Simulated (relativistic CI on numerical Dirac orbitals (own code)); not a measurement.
## Au⁴⁺: 5p photoemission

Computed with this model: Dirac-Coulomb-Breit CI, orbitals from a KLI potential per configuration, model QED (radiative potential, 1s self-energy scaled to tabulated hydrogen-like ionisation energies), valence Slater integrals scaled by 0.8, multiplet model of photoemission in the sudden approximation; configurations [Xe] 4f14 5d7 → [Kr] 4d10 4f14 5s2 5p5 5d7; 300 K; Lorentzian 1.5 eV and Gaussian 0.6 eV FWHM. Energies are those of the free ion, without screening or charge transfer. The energies are binding energies and can lie tens of eV above those of solids. S is read from ⟨S²⟩ = S(S + 1).

Field parameters in Wybourne normalisation: Oh B⁴₀ = 21Dq, B⁴₄ = √(5/14) B⁴₀. The field is a parameter set, without covalency.

free ion: ground-state S = 1.35, centroid 123.96 eV. Peaks (eV, height): 113.6 (100), 115.6 (94), 118.6 (32), 120.8 (35), 121.6 (36), 123.0 (32), 125.2 (28), 137.4 (68), 139.6 (59).

Oh, 10Dq = 8500 cm⁻¹: ground-state S = 1.41, centroid 123.98 eV. Peaks (eV, height): 113.6 (100), 115.6 (81), 119.2 (32), 120.8 (32), 123.8 (30), 137.0 (57), 140.0 (42).

Oh, 10Dq = 23450 cm⁻¹: ground-state S = 0.80, centroid 124.08 eV. Peaks (eV, height): 115.2 (100), 120.0 (36), 136.0 (45).

Oh, 10Dq = 38400 cm⁻¹: ground-state S = 0.61, centroid 124.15 eV. Peaks (eV, height): 115.8 (100), 120.4 (32), 135.8 (49), 140.6 (15).

Strongest unbroadened transitions for Oh, 10Dq = 8500 cm⁻¹:

```csv
Energy (eV),Relative strength
113.59,75.0
113.61,100.0
113.94,15.6
115.29,14.7
115.56,20.5
115.64,31.4
115.89,24.2
115.94,43.8
120.53,13.2
136.26,19.3
136.33,41.4
136.96,10.6
137.13,36.2
138.04,11.1
138.88,11.0
139.79,24.6
140.02,21.0
140.40,26.3
```
